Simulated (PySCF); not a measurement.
SMILES O(c1ccccc1-c1cscc1)C, GFN2-xTB optimised geometry.

```
23

C     -3.18    -1.13    -0.13
O     -1.78    -1.07    -0.02
C     -1.17     0.15     0.00
C     -1.85     1.36     0.00
C     -1.16     2.56     0.00
C      0.22     2.56     0.00
C      0.91     1.36     0.00
C      0.24     0.15     0.00
C      1.01    -1.10    -0.01
C      2.23    -1.26    -0.73
C      2.77    -2.49    -0.59
S      1.82    -3.50     0.43
C      0.68    -2.24     0.66
H     -3.42    -2.19    -0.18
H     -3.53    -0.63    -1.04
H     -3.67    -0.69     0.74
H     -2.93     1.37    -0.01
H     -1.71     3.48     0.00
H      0.76     3.50     0.01
H      1.99     1.37     0.01
H      2.66    -0.49    -1.35
H      3.67    -2.88    -1.02
H     -0.17    -2.41     1.29
```

Density from CAM-B3LYP/def2-SVP in PySCF at that geometry.

Minimum of the electron density along straight lines between bonded atoms, close to the bond critical point (lines longer than 1.1 times the sum of covalent radii, or with two minima, are not listed):

```csv
bond,length / Å,ρ at the minimum / e bohr⁻³,∇²ρ there / e bohr⁻⁵,position (fraction from the first atom)
C1–O2,1.406,0.256,-0.35,0.34
O2–C3,1.364,0.284,-0.33,0.67
C3–C4,1.389,0.313,-0.81,0.52
C4–C5,1.385,0.312,-0.81,0.50
C5–C6,1.381,0.316,-0.82,0.50
C6–C7,1.383,0.315,-0.82,0.50
C3–C8,1.408,0.305,-0.78,0.51
C7–C8,1.390,0.311,-0.79,0.50
C8–C9,1.464,0.272,-0.67,0.50
C9–C10,1.425,0.292,-0.71,0.50
C10–C11,1.353,0.329,-0.85,0.49
C11–S12,1.721,0.217,-0.48,0.47
C9–C13,1.364,0.322,-0.81,0.49
S12–C13,1.716,0.219,-0.49,0.53
C1–H14,1.089,0.285,-1.12,0.64
C1–H15,1.095,0.281,-1.07,0.64
C1–H16,1.095,0.280,-1.07,0.64
C4–H17,1.079,0.283,-1.08,0.63
C5–H18,1.080,0.284,-1.09,0.63
C6–H19,1.079,0.283,-1.08,0.63
C7–H20,1.080,0.285,-1.10,0.63
C10–H21,1.075,0.284,-1.10,0.64
C11–H22,1.072,0.286,-1.13,0.64
C13–H23,1.070,0.289,-1.16,0.65
```
